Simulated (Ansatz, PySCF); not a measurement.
Constitutional and geometric isomers with formula H5FSi3. All species are isolated molecules in the gas phase. One relaxed conformer stands for each flexible species; it need not be the lowest. Strings in code marks are SMILES.

Quantity: electronic energy of isomers of H5FSi3 relative to `F[SiH2][SiH]=[SiH2]` (F–Si–Si–Si torsion 1°), in kJ/mol. The restricted reference of `F[Si](=[SiH2])[SiH3]`, `F/[SiH]=[SiH]/[SiH3]`, `F/[SiH]=[SiH]\[SiH3]` and `F[SiH2][SiH]=[SiH2]` is unstable towards unrestricted orbitals.

Level 1: ωB97X-D3(BJ)/def2-TZVP (PySCF)
Level 2: frozen-core MP2/cc-pVTZ // ωB97X-D3(BJ)/def2-TZVP (Ansatz, a quantum-chemistry and plane-wave program)
Level 3: PBE/6-31G* // ωB97X-D3(BJ)/def2-TZVP (PySCF)
Level 4: HF/3-21G // ωB97X-D3(BJ)/def2-TZVP (PySCF)

```tsv
species	level 1	level 2	level 3	level 4
`F/[SiH]=[SiH]/[SiH3]`	8.08	7.96	1.32	30.58
`F[Si](=[SiH2])[SiH3]`	21.24	26.08	10.04	33.07
`F/[SiH]=[SiH]\[SiH3]`	12.07	11.23	2.76	25.07
```
